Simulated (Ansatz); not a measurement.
A nudged elastic band was laid between two geometries of FH3Si + H5NSi (12 atoms, charge 0, multiplicity 1).

Level of theory: RKS B3LYP-D4/6-31G* in Ansatz 0.2.0.

```yaml
movable_images: 7
climbing_image: yes
spring: 5.0 eV/Å²
optimiser: quadratic models (default)
start_path: through a guess of the saddle point
force_threshold: 0.05 eV/Å
iteration_limit: 60
end_points: relaxed
```

Image 0:

```xyz
12
Properties=species:S:1:pos:R:3
Si 0.410 0.042 -0.201
F 0.547 -0.929 1.095
H 1.754 0.054 -0.844
H 0.075 1.425 0.209
H -0.566 -0.509 -1.170
N -2.222 -0.224 1.378
H -2.877 -0.847 0.917
Si -2.854 1.204 2.152
H -3.722 0.981 3.349
H -1.695 2.026 2.586
H -3.666 1.942 1.149
H -1.521 -0.766 1.871
```

Image 8:

```xyz
12
Properties=species:S:1:pos:R:3
Si -0.451 0.346 -0.303
F -0.406 -1.415 2.477
H 0.600 1.000 0.507
H -0.796 1.218 -1.461
H 0.015 -0.964 -0.823
N -1.833 0.062 0.765
H -2.602 -0.434 0.316
Si -2.353 1.188 2.027
H -3.098 0.430 3.062
H -1.131 1.798 2.594
H -3.241 2.261 1.497
H -1.040 -1.089 1.835
```

Problem. Which bonds break or form, and what moves?

Solution. Bonds broken: Si1–F2, N6–H12. Bonds formed: Si1–N6, F2–H12. FH3Si + H5NSi becomes FH + H7NSi2.

Problem. Give the energies along the band, and the barrier.

Solution. It converged. The highest image is number 5 of 0 to 8, 1.45 eV above the first end and 0.68 eV above the last; the last end lies 0.77 eV above the first. A vibrational analysis at the climbing image gives one clearly imaginary mode, 716i cm⁻¹: a first-order saddle point. The orbitals stay closed-shell, which can raise the energy where a bond breaks towards radicals; this wasn't checked here.

```csv
image,path coordinate (Å),energy (eV),Si1–F2 (Å),N6–H12 (Å),Si1–N6 (Å)
0,0.00,0.00,1.62,1.01,3.08
1,0.89,0.00,1.62,1.01,3.05
2,1.77,0.04,1.62,1.01,2.97
3,2.66,0.36,1.63,1.01,2.70
4,3.55,0.80,1.69,1.02,2.18
5,4.43,1.45,2.08,1.22,1.89
6,5.04,0.97,2.64,1.61,1.80
7,5.65,0.80,3.13,1.74,1.77
8,6.26,0.77,3.29,1.76,1.77
```

Problem. What is the geometry of the highest image?

Solution. 
```xyz
12
Properties=species:S:1:pos:R:3:forces:R:3
Si -0.373 0.124 -0.054 0.01 -0.01 0.00
F 0.084 -1.198 1.491 0.02 0.00 0.00
H 0.704 0.965 0.514 -0.01 -0.01 -0.01
H -1.030 1.084 -1.019 -0.01 0.01 0.00
H -0.068 -1.019 -0.943 0.00 0.00 0.01
N -1.866 -0.119 1.085 0.02 -0.03 -0.03
H -2.629 -0.580 0.586 -0.01 0.02 0.00
Si -2.415 1.244 2.100 -0.01 0.01 0.01
H -3.391 0.730 3.093 0.00 0.00 0.00
H -1.209 1.775 2.772 0.00 0.00 0.00
H -3.057 2.289 1.265 0.00 0.00 0.00
H -1.087 -0.894 1.604 -0.01 0.01 0.00
```

Problem. What are the harmonic wavenumbers there?

Solution. 716i, 70, 84, 170, 288, 483, 545, 576, 617, 652, 711, 761, 842, 857, 933, 947, 964, 1038, 1055, 1071, 1132, 1461, 1830, 2109, 2257, 2271, 2278, 2291, 2308, 3503 cm⁻¹.

The run took 5.5 min on 2 threads of Arm Neoverse V1 (shared host), peak memory 0.18 GiB.
